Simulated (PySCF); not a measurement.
Vertical excitations of a molecule C9H8OS from TDDFT-PBE0/def2-SVP in PySCF, as energy in eV (oscillator strength): 4.22 (0.526), 5.10 (0.037), 5.67 (0.023), 5.73 (0.000), 6.14 (0.065), 6.20 (0.104), 6.53 (0.019), 6.63 (0.000), 6.74 (0.000), 6.88 (0.000). Lowest triplet (TDA): 2.61 eV. Coordinates come from a PBE-D3(BJ)/def2-SVP optimisation. Other conformers were not sampled.

Pick the molecule that these values belong to.
A) CSc1ccc2occc2c1
B) Cc1cc2occc2cc1S
C) Cc1csc(-c2ccco2)c1
D) Cc1ccc2cc(S)oc2c1

C, Cc1csc(-c2ccco2)c1
